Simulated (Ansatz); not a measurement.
Hf2O4. Total charge 0; singlet. Geometry r2SCAN-D4/def2-SVP; atoms count from 1.

```
atom    x (Å)    y (Å)    z (Å)
 Hf1   0.9391  -0.1782  -0.7515
 Hf2  -1.0323  -0.3050   0.5653
  O3  -0.1404   1.6024  -0.0562
  O4   0.5022  -1.5949   0.5990
  O5   0.6461   1.0184   1.0660
  O6  -0.9147  -0.5427  -1.4225
```

In the def2 sets Hf takes a core potential; there is no spin–orbit coupling. The structure holds 1 bond(s) between oxygen atoms. The restricted singlet is unstable towards broken spin symmetry at other levels; at PBE0-D4/def2-TZVP this wasn't settled. No other spin state of charge 0 was run. The geometry of the singlet was relaxed on an unsound state (restricted singlet, unstable towards broken spin symmetry at other levels and untested here). Another isomer (singlet) lies 5.33 eV lower at PBE0-D4/def2-TZVP; other spin states weren't run for this one.

Estimate the Mulliken populations from the PBE0/def2-TZVP orbitals of Ansatz.


```tsv
atom	charge (e)	d electrons
Hf1	1.01	2.13
Hf2	1.01	2.13
O3	-0.38	–
O4	-0.63	–
O5	-0.38	–
O6	-0.63	–
```
Mulliken values and Mayer orders depend strongly on the basis.

And the Mayer bond orders between bonded heavy atoms (over 0.3)?

Hf1–Hf2 1.32 (2.37 Å); Hf1–O3 0.50 (2.20 Å); Hf1–O4 1.01 (2.01 Å); Hf1–O5 0.50 (2.20 Å); Hf1–O6 1.01 (2.00 Å); Hf2–O3 0.50 (2.20 Å); Hf2–O4 1.01 (2.00 Å); Hf2–O5 0.50 (2.20 Å); Hf2–O6 1.01 (2.01 Å); O3–O5 0.82 (1.49 Å).
